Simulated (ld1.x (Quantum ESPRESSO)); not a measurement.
## Transferability test, TM potential for manganese

- Element: Mn (Z = 25)
- Generator: ld1.x (Quantum ESPRESSO) 7.5
- Type: norm-conserving Troullier–Martins (Kleinman–Bylander form)
- Functional: PBEsol
- Relativity: scalar-relativistic
- Frozen core: [Ne] 3s2
- Valence charge: 13
- Reference configuration: 3p6 3d5 4s1.5 4p0 (charge +0.5)
- Partial waves: 4s (bound): rc 1.85 bohr; 3p (bound): rc 1.25 bohr; 3d (bound): rc 1.90 bohr
- Local potential: all-electron potential smoothed inside 0.95 bohr (lloc = -2)
- Core correction: Bessel-smoothed model core, default radius (core density twice the valence density)

Energies are relative to the spin-unpolarised reference configuration 3p6 3d5 4s1.5 4p0; without spin polarisation the order of configurations can differ from experiment. The frozen-core shift is the all-electron ΔE with the core orbitals held at their reference shape minus the fully relaxed ΔE.

Q: Give the all-electron excitation energy and the error of the potential for: 3p6 3d5 4s2 4p0; 3p6 3d5 4s1 4p0; 3p6 3d5 4s0 4p0; 3p6 3d6 4s1 4p0; 3p6 3d5.5 4s1.5 4p0; 3p6 3d5 4s1 4p1; 3p6 3d4 4s2 4p0.

A:

```tsv
valence configuration	charge	ΔE all-electron (eV)	error AE − PS (meV)	frozen-core shift (meV)
3p6 3d5 4s2 4p0	0	-3.371	+0.1	-0.3
3p6 3d5 4s1 4p0	+1	5.062	-1.0	+0.5
3p6 3d5 4s0 4p0	+2	20.573	-12	+2.6
3p6 3d6 4s1 4p0	0	-3.736	-13	+11
3p6 3d5.5 4s1.5 4p0	0	-3.856	-2.0	+3.7
3p6 3d5 4s1 4p1	0	0.514	+11	0.0
3p6 3d4 4s2 4p0	+1	9.842	+9.7	+24
```

Levels in the configuration 3p6 3d5.5 4s1.5 4p0:

```tsv
level	all-electron (eV)	pseudo (eV)
3p	-52.228	-52.164
3d	-4.914	-4.906
4s	-4.598	-4.601
```

A variational frozen-core shift is positive and of second order in the change. This column holds negative values, so the frozen-core run of ld1.x carries numerical noise or an error of first order here, and the column gives no more than the rough size of the effect.

Note: ghost state, extra bound levels that the all-electron valence spectrum of the same l lacks: s at -68.9 eV. A true bound ghost makes a file unfit for plane-wave use.
